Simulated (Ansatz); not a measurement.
Consider the hydrogenolysis of the Al–O bond: `[CH3][Al]([OH])[SiH3]` + H₂ → `[CH3][AlH][SiH3]` + H₂O.

Calculated with Ansatz (gas phase, PBE0-D4/def2-TZVP geometries, no zero-point term in ΔE). CCSD(T)/CBS is the MP2 limit (def2-TZVPP, def2-QZVPP) plus CCSD(T) − MP2 in def2-TZVPP, frozen cores. This one scheme is used for every species. Each species was taken in one conformer, which may not be the lowest.

```csv
species,CCSD(T)/CBS(def2) energy (Eh)
`[CH3][Al]([OH])[SiH3]`,-648.59287
H₂,-1.17544
`[CH3][AlH][SiH3]`,-573.34067
H₂O,-76.37941
```

Question: Work out ΔE.

Answer: ΔE = (-573.34067) + (-76.37941) − (-648.59287) − (-1.17544) = 0.04823 Eh = +30.3 kcal/mol.

Largest T1 diagnostic among the species: 0.013.

From r2SCAN to r2SCAN0 (25 % exact exchange), in def2-TZVPP and without D4, ΔE moves by −1.4 kcal/mol. In def2-TZVPP, CCSD(T) changes the Hartree–Fock value by +3.3 kcal/mol (the triples alone add +0.8 kcal/mol) and MP2 by +5.2 kcal/mol. The D4 term adds +0.9 kcal/mol with B3LYP and +0.5 kcal/mol with PBE0; it sums over pairs of atoms, weighted by their polarisabilities, and B3LYP, whose exchange is more repulsive, gets the larger term.

B3LYP here is the variant with VWN-RPA as its local correlation; programs differ in this.
